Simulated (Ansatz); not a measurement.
One change: `N[SiH2][Ga]([F])[SiH3]` becomes `N=[CH][Ga]([F])[SiH3]`.

Ansatz, PBE0-D4/def2-TZVP geometries, multiplicity 1. Each molecule was computed in one conformer, which needn't be the lowest.

Scalar relativity is left out up to krypton.

| property | `N[SiH2][Ga]([F])[SiH3]` |
| --- | --- |
| LUMO energy (PBE/def2-TZVPP) / eV | -2.74 |
| HOMO–LUMO gap (PBE0/def2-TZVPP) / eV | 4.64 |
| LUMO energy (B3LYP/def2-TZVPP) / eV | -2.24 |
| HOMO–LUMO gap (PBE/def2-TZVPP) / eV | 2.82 |
| HOMO energy (B3LYP/def2-TZVPP) / eV | -6.47 |
| HOMO–LUMO gap (ωB97M-V/def2-TZVPP) / eV | 8.33 |

Question: Give the same properties after the change, and the shifts. (Best estimate.)

Answer: Ansatz gave: 
```csv
property,`N=[CH][Ga]([F])[SiH3]`,shift
LUMO energy (PBE/def2-TZVPP) / eV,-3.23,-0.49
HOMO–LUMO gap (PBE0/def2-TZVPP) / eV,4.67,0.03
LUMO energy (B3LYP/def2-TZVPP) / eV,-2.63,-0.39
HOMO–LUMO gap (PBE/def2-TZVPP) / eV,2.56,-0.26
HOMO energy (B3LYP/def2-TZVPP) / eV,-6.87,-0.40
HOMO–LUMO gap (ωB97M-V/def2-TZVPP) / eV,8.70,0.37
```

B3LYP here is the variant with VWN-RPA as its local correlation; programs differ in this.
